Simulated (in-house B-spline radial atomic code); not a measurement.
A calculation on the chlorine ion Cl⁺: its settings, and results tabulated from the run. All numbers are computed (scalar-relativistic (X2C) LC-wPBE, spin-polarised, spherical fractional occupations, exact exchange averaged over the configuration; Fermi nucleus of rms radius 3.3654 fm) with an all-electron radial atomic-structure program (B-spline basis), not measured.

Command:
```bash
python run_scf.py task.json out
```
Settings (nuclear radius in fm, mass in u):
```
Z                17
configuration    [Ne] 3s2 3p4
hamiltonian      x2c
method           lc_wpbe
spin_polarised   True
nucleus          fermi
rms_radius       3.3654
atomic_mass      34.96885
speed_of_light   137.035999084
exact_exchange   averaged over the configuration
```

Output (hartree, bohr):
```
 radial grid: 75 intervals, B-splines of order 8, outer radius 40.5882 bohr

 iter        energy (Eh)    residual
    1        -458.648233    2.38e-01
    2        -460.616749    1.13e-01
    3        -460.949394    3.21e-02
    4        -460.981651    1.25e-02
    5        -460.985346    4.07e-03
    6        -460.985853    4.03e-04
    7        -460.985862    1.42e-04
    8        -460.985862    2.39e-05
    9        -460.985862    3.56e-06
   10        -460.985862    2.03e-07

 total energy                      -460.98586
 kinetic                             463.3110
 electron-nucleus                  -1092.6595
 Hartree                             196.0582
 exact exchange                       -3.2093
 exchange-correlation                -24.4862

 orbital      occ     eigenvalue          <r>       <r^2>       <1/r>       <r^4>       r_max
 1s up      1.000      -101.7679    0.0907573   0.0110983     16.7806 0.000318915     0.05923
 1s down    1.000      -101.7553    0.0907493   0.0110962     16.7818 0.000318793     0.05923
 2s up      1.000        -9.9779     0.444071    0.234474     3.32172   0.0994165      0.3615
 2s down    1.000        -9.9656     0.443916    0.234179     3.32115   0.0988491      0.3617
 2p up      3.000        -7.7299     0.406777    0.206269     3.20744   0.0910304      0.3016
 2p down    3.000        -7.7132     0.406814    0.206195     3.20614   0.0907351      0.3019
 3s up      1.000        -1.4375      1.49801      2.5937     0.92251     11.0983       1.273
 3s down    1.000        -1.3171      1.49788     2.59944    0.925817     11.2511       1.268
 3p up      3.000        -0.9202      1.68395      3.3355    0.804185     19.5583       1.386
 3p down    1.000        -0.8430      1.71821     3.49505    0.792523     22.0214       1.393
```

Run time, properties included: 0.72 s on 1 thread of Intel(R) Xeon(R) Platinum 8488C, with other jobs on the host.
